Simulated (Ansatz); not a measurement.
Reaction (hydrogenolysis of a C–Si bond): `N[SiH2]C[SiH](N)Cl` + H₂ → `C[SiH](N)Cl` + `N[SiH3]`

Gas-phase electronic energies from Ansatz, PBE0-D4/def2-TZVP geometries. CBS: MP2 limit from def2 TZ/QZ plus the TZ coupled-cluster correction, frozen cores. This one scheme is used for every species. Functionals use def2-TZVPP. One conformer a species, not always the lowest.

(1) Is it downhill or uphill in electronic energy at CCSD(T)/CBS, and by how much? (Best estimate.)

(2) What do these levels give: PBE0-D4, ωB97M-V, B2PLYP, r2SCAN, PBE0, MP2/def2-TZVPP, SCS-MP2/def2-TZVPP, CCSD/def2-TZVPP, CCSD(T)/def2-TZVPP, HF/def2-QZVPP, MP2/def2-QZVPP, HF/CBS(def2)? (Best estimate.)

Largest T1 diagnostic among the species: 0.010.

Answers

(1) Computed: Nearly level: ΔE = +2.4 kJ/mol.

(2) Ansatz gave: PBE0-D4 3.4, ωB97M-V 3.3, B2PLYP -11.4, r2SCAN -0.2, PBE0 -10.2, MP2/def2-TZVPP 7.4, SCS-MP2/def2-TZVPP -3.2, CCSD/def2-TZVPP -7.2, CCSD(T)/def2-TZVPP 0.1, HF/def2-QZVPP -39.7, MP2/def2-QZVPP 8.4, HF/CBS(def2) -39.8 kJ/mol.

In def2-TZVPP, CCSD(T) changes the Hartree–Fock value by +38.9 kJ/mol (the triples alone add +7.3 kJ/mol) and MP2 by +46.2 kJ/mol. The D4 term adds +24.0 kJ/mol with B3LYP and +13.5 kJ/mol with PBE0; it sums over pairs of atoms, weighted by their polarisabilities, and B3LYP, whose exchange is more repulsive, gets the larger term.

B3LYP here is the variant with VWN-RPA as its local correlation; programs differ in this.
